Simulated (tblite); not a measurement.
Compound: C₅H₁₅NSi₂.
Atom-mapped SMILES: `[CH3:1][CH2:2][CH2:3][N:4]1[SiH2:5][CH2:6][CH2:7][SiH2:8]1` (hydrogens: H9, H10, H11 on C1; H12, H13 on C2; H14, H15 on C3; H16, H17 on Si5; H18, H19 on C6; H20, H21 on C7; H22, H23 on Si8)

Computed with GFN2-xTB (tblite), gas phase: L-BFGS steps from a force-field or distance-geometry start until the largest atomic force falls under 0.01 eV/Å.

Step 132: E = -674.3310 eV
```
atom  x, y, z in Å  |  force x, y, z in eV/Å
C1      3.4631   -0.0069   -0.7400    0.028  -0.008  -0.007
C2      2.0528   -0.4579   -0.3804    0.030  -0.012  -0.008
C3      1.1442    0.7136   -0.0156   -0.003  -0.021  -0.016
N4     -0.2395    0.3219    0.1181   -0.023  -0.003   0.033
Si5    -0.7316   -0.9447    1.1998   -0.034  -0.026   0.001
C6     -2.6042   -0.6308    1.1373   -0.003   0.015  -0.005
C7     -2.9500    0.0390   -0.1959    0.009   0.019  -0.013
Si8    -1.5115    1.1644   -0.7095    0.019   0.018   0.026
H9      3.4483    0.6688   -1.5929   -0.020  -0.012   0.013
H10     3.9275    0.5100    0.0966   -0.017   0.012   0.013
H11     4.0787   -0.8675   -0.9938   -0.001   0.023  -0.001
H12     1.6101   -0.9873   -1.2263   -0.014  -0.002   0.017
H13     2.0972   -1.1474    0.4650   -0.048  -0.015  -0.030
H14     1.4948    1.1602    0.9242    0.015   0.011  -0.023
H15     1.2173    1.4739   -0.7970   -0.013   0.042   0.015
H16    -0.3788   -2.2757    0.6851    0.012  -0.027  -0.014
H17    -0.1368   -0.7741    2.5323   -0.015   0.035  -0.019
H18    -2.8893    0.0350    1.9528    0.021  -0.011   0.012
H19    -3.1877   -1.5420    1.2661    0.023  -0.019   0.047
H20    -3.0875   -0.7295   -0.9570   -0.014  -0.011  -0.008
H21    -3.8973    0.5739   -0.1225    0.017  -0.002  -0.034
H22    -1.6548    2.5402   -0.2044    0.014  -0.005  -0.029
H23    -1.2698    1.1898   -2.1587    0.016   0.000   0.030
```

Step 133: E = -674.3321 eV
```
atom  x, y, z in Å  |  force x, y, z in eV/Å
C1      3.4615    0.0016   -0.7438    0.029  -0.012   0.000
C2      2.0518   -0.4578   -0.3909    0.056  -0.026  -0.008
C3      1.1443    0.7075   -0.0039    0.022  -0.019  -0.038
N4     -0.2388    0.3156    0.1230   -0.030   0.018   0.035
Si5    -0.7359   -0.9462    1.2067   -0.044  -0.033   0.007
C6     -2.6075   -0.6253    1.1401   -0.001   0.012  -0.006
C7     -2.9503    0.0392   -0.1965    0.022   0.024  -0.020
Si8    -1.5058    1.1543   -0.7151    0.018   0.043   0.008
H9      3.4469    0.6820   -1.5924   -0.022   0.000   0.008
H10     3.9212    0.5150    0.0978   -0.019   0.008   0.008
H11     4.0817   -0.8544   -1.0016    0.001   0.016   0.000
H12     1.6112   -0.9760   -1.2456   -0.019   0.020   0.041
H13     2.0996   -1.1598    0.4438   -0.055  -0.022  -0.028
H14     1.4982    1.1388    0.9419    0.004  -0.005  -0.018
H15     1.2189    1.4809   -0.7715   -0.019   0.056  -0.005
H16    -0.3832   -2.2784    0.6967    0.011  -0.037  -0.018
H17    -0.1418   -0.7737    2.5389   -0.012   0.037  -0.010
H18    -2.8896    0.0461    1.9521    0.015  -0.016   0.013
H19    -3.1935   -1.5340    1.2724    0.014  -0.019   0.054
H20    -3.0910   -0.7325   -0.9539   -0.020  -0.006  -0.003
H21    -3.8935    0.5822   -0.1278    0.017  -0.020  -0.026
H22    -1.6437    2.5360   -0.2218    0.015  -0.022  -0.035
H23    -1.2656    1.1663   -2.1655    0.019   0.001   0.044
```

Step 134: E = -674.3334 eV
```
atom  x, y, z in Å  |  force x, y, z in eV/Å
C1      3.4581    0.0132   -0.7570    0.041  -0.008   0.010
C2      2.0505   -0.4563   -0.4074    0.050  -0.024   0.002
C3      1.1472    0.7001    0.0220    0.070   0.003  -0.057
N4     -0.2369    0.3100    0.1396   -0.030   0.059   0.020
Si5    -0.7448   -0.9459    1.2241   -0.041  -0.032   0.003
C6     -2.6148   -0.6169    1.1431    0.003   0.007  -0.003
C7     -2.9477    0.0373   -0.2012    0.033   0.018  -0.018
Si8    -1.4942    1.1384   -0.7241    0.032   0.055  -0.011
H9      3.4381    0.7081   -1.5949   -0.018  -0.009   0.034
H10     3.9180    0.5140    0.0939   -0.030  -0.014  -0.037
H11     4.0810   -0.8366   -1.0321   -0.017   0.041   0.012
H12     1.6048   -0.9527   -1.2742   -0.016   0.055   0.083
H13     2.1055   -1.1817    0.4078   -0.065  -0.006  -0.048
H14     1.5080    1.1010    0.9807   -0.025  -0.048  -0.060
H15     1.2236    1.5004   -0.7192   -0.024   0.016   0.012
H16    -0.3887   -2.2800    0.7224    0.005  -0.046  -0.020
H17    -0.1566   -0.7689    2.5573   -0.010   0.040   0.000
H18    -2.8972    0.0625    1.9484    0.008  -0.017   0.011
H19    -3.2032   -1.5232    1.2814    0.001  -0.013   0.049
H20    -3.0895   -0.7411   -0.9518   -0.025   0.004   0.003
H21    -3.8859    0.5906   -0.1446    0.014  -0.041  -0.013
H22    -1.6295    2.5302   -0.2554    0.021  -0.046  -0.040
H23    -1.2507    1.1248   -2.1755    0.023   0.004   0.069
```

Step 135: E = -674.3341 eV
```
atom  x, y, z in Å  |  force x, y, z in eV/Å
C1      3.4564    0.0271   -0.7544   -0.020  -0.015   0.043
C2      2.0495   -0.4604   -0.4268    0.062  -0.041  -0.009
C3      1.1459    0.6852    0.0230    0.043  -0.012  -0.064
N4     -0.2376    0.2997    0.1491   -0.010   0.058  -0.003
Si5    -0.7536   -0.9535    1.2312    0.000  -0.024  -0.005
C6     -2.6196   -0.6091    1.1478    0.006  -0.022   0.011
C7     -2.9466    0.0405   -0.1998    0.037   0.000  -0.012
Si8    -1.4859    1.1303   -0.7220    0.009   0.058  -0.056
H9      3.4397    0.7156   -1.5947   -0.017   0.044  -0.015
H10     3.8897    0.5392    0.1023   -0.002   0.001  -0.010
H11     4.0966   -0.8113   -1.0128    0.032  -0.034  -0.010
H12     1.6129   -0.9428   -1.3049   -0.031   0.061   0.049
H13     2.0997   -1.2019    0.3718   -0.044  -0.036   0.006
H14     1.5185    1.0777    0.9768   -0.014  -0.038   0.066
H15     1.2158    1.4933   -0.7048   -0.019   0.096  -0.094
H16    -0.3924   -2.2870    0.7328   -0.009  -0.055  -0.023
H17    -0.1678   -0.7724    2.5631    0.004   0.036   0.036
H18    -2.8917    0.0756    1.9512   -0.015   0.003   0.018
H19    -3.2099   -1.5127    1.2969   -0.028   0.006   0.022
H20    -3.0902   -0.7423   -0.9454   -0.028   0.012  -0.007
H21    -3.8789    0.6040   -0.1548   -0.006  -0.060   0.020
H22    -1.6080    2.5276   -0.2684    0.016  -0.042  -0.026
H23    -1.2474    1.1047   -2.1740    0.034   0.005   0.061
```

Task: Estimate the geometry and energy of step 136. (The exact step hangs on the optimiser's Hessian estimate; all steps are aligned on step 135, rigid shifts and turns removed.)

Result: E = -674.3360 eV, largest force 0.087 eV/Å
```
atom  x, y, z in Å  |  force x, y, z in eV/Å
C1      3.4538    0.0257   -0.7674   -0.004  -0.002   0.027
C2      2.0483   -0.4572   -0.4292    0.006  -0.009   0.004
C3      1.1505    0.6887    0.0409    0.058   0.034  -0.038
N4     -0.2358    0.3057    0.1606    0.010   0.065  -0.005
Si5    -0.7565   -0.9479    1.2423    0.018  -0.011  -0.014
C6     -2.6228   -0.6081    1.1467    0.011  -0.015   0.010
C7     -2.9421    0.0360   -0.2061    0.032  -0.013  -0.001
Si8    -1.4806    1.1264   -0.7272    0.025   0.030  -0.032
H9      3.4311    0.7259   -1.5996   -0.011   0.015   0.018
H10     3.9006    0.5243    0.0911   -0.008  -0.007  -0.029
H11     4.0860   -0.8143   -1.0443    0.012  -0.003  -0.003
H12     1.5978   -0.9272   -1.3078   -0.015   0.059   0.062
H13     2.1033   -1.2083    0.3619   -0.054   0.000  -0.025
H14     1.5238    1.0607    1.0064   -0.040  -0.064  -0.042
H15     1.2231    1.5140   -0.6735   -0.013  -0.015  -0.005
H16    -0.3898   -2.2824    0.7480   -0.013  -0.041  -0.016
H17    -0.1770   -0.7636    2.5777   -0.004   0.036   0.016
H18    -2.9031    0.0780    1.9464   -0.006   0.004   0.008
H19    -3.2116   -1.5127    1.2958   -0.026   0.007   0.013
H20    -3.0812   -0.7503   -0.9491   -0.024   0.016  -0.002
H21    -3.8759    0.5973   -0.1676   -0.008  -0.052   0.015
H22    -1.6106    2.5261   -0.2848    0.020  -0.038  -0.024
H23    -1.2363    1.0905   -2.1781    0.036   0.005   0.063
```

The energy changes by -0.0019 eV. The first-order estimate −F·Δx gives -0.0029 eV and the mean of the old and new forces, exact on a quadratic surface, -0.0018 eV. The step makes an angle of 84° with the force vector and moves no atom by more than 0.038 Å.

The cost below is that of the whole relaxation. Hardware: one thread of an Arm Neoverse V1, no GPU, shared host with 32 logical CPUs at a one-minute load of 19. Cost: 2.0 s wall.
